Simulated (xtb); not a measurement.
xtb input (GFN1-xTB):

```bash
xtb mol.xyz --gfn 1 --opt tight --chrg 0 --uhf 0
```
mol.xyz:
```
2

N     -0.00000000    -0.00000000    -1.01096879
P      0.00000000     0.00000000     0.47178544
```

End of the output:

```
         :::::::::::::::::::::::::::::::::::::::::::::::::::::
         ::                     SUMMARY                     ::
         :::::::::::::::::::::::::::::::::::::::::::::::::::::
         :: total energy              -5.754533993097 Eh    ::
         :: gradient norm              0.000027505324 Eh/a0 ::
         :: HOMO-LUMO gap              3.495726775898 eV    ::
         ::.................................................::
         :: SCC energy                -5.807371421224 Eh    ::
         :: -> electrostatic           0.011938452427 Eh    ::
         :: repulsion energy           0.053130153471 Eh    ::
         :: dispersion energy         -0.000292725344 Eh    ::
         :: halogen bond corr.         0.000000000000 Eh    ::
         :: add. restraining           0.000000000000 Eh    ::
         :: total charge              -0.000000000000 e     ::
         :::::::::::::::::::::::::::::::::::::::::::::::::::::

           -------------------------------------------------
          |                Property Printout                |
           -------------------------------------------------

    * Orbital Energies and Occupations

         #    Occupation            Energy/Eh            Energy/eV
      -------------------------------------------------------------
         1        2.0000           -0.8184836             -22.2721
         2        2.0000           -0.6750495             -18.3690
         3        2.0000           -0.4936882             -13.4339
         4        2.0000           -0.4936882             -13.4339
         5        2.0000           -0.4680288             -12.7357 (HOMO)
         6                         -0.3395632              -9.2400 (LUMO)
         7                         -0.3395632              -9.2400
         8                         -0.1536506              -4.1810
         9                         -0.1012876              -2.7562
        10                         -0.1012876              -2.7562
        11                          0.0634886               1.7276
        12                          0.0634886               1.7276
        13                          1.4488633              39.4256
      -------------------------------------------------------------
                  HL-Gap            0.1284656 Eh            3.4957 eV
             Fermi-level           -0.4037960 Eh          -10.9878 eV

  Mulliken/CM5 charges         n(s)   n(p)   n(d)
     1N    -0.23086 -0.30099   1.626  3.604  0.000
     2P     0.23086  0.30099   1.864  2.621  0.284

Wiberg/Mayer (AO) data.
largest (>0.10) Wiberg bond orders for each atom

 ---------------------------------------------------------------------------
     #   Z sym  total        # sym  WBO       # sym  WBO       # sym  WBO
 ---------------------------------------------------------------------------
     1   7 N    3.179 --     2 P    3.179
     2  15 P    3.179 --     1 N    3.179
 ---------------------------------------------------------------------------

Topologies differ in total number of bonds
Writing topology from bond orders to xtbtopo.mol

 dipole moment from electron density (au)
     X       Y       Z
  -0.0000  -0.0000   1.5849  total (Debye):    4.029

           -------------------------------------------------
          |                Geometry Summary                 |
           -------------------------------------------------

      molecular mass/u    :       44.9804652
   center of mass at/Å    :        0.0000000       0.0000000       0.0091298
  moments of inertia/u·Å² :        0.0000000E+00   0.2106404E+02   0.2106404E+02
rotational constants/cm⁻¹ :             Infinity   0.8003039E+00   0.8003039E+00

 * 1 selected distances

     #   Z          #   Z                                           value/Å
     0   0          0   0                                         0.0000000 (max)

 * 0 distinct bonds (by element types)

   Z      Z             #   av. dist./Å        max./Å        min./Å

optimized geometry written to: xtbopt.xyz

           -------------------------------------------------
          | TOTAL ENERGY               -5.754533993097 Eh   |
          | GRADIENT NORM               0.000027505324 Eh/α |
          | HOMO-LUMO GAP               3.495726775898 eV   |
Note: The following floating-point exceptions are signalling: IEEE_DIVIDE_BY_ZERO IEEE_DENORMAL
normal termination of xtb
           -------------------------------------------------

------------------------------------------------------------------------
------------------------------------------------------------------------
 total:
 SCF:
 ANC optimizer:
```
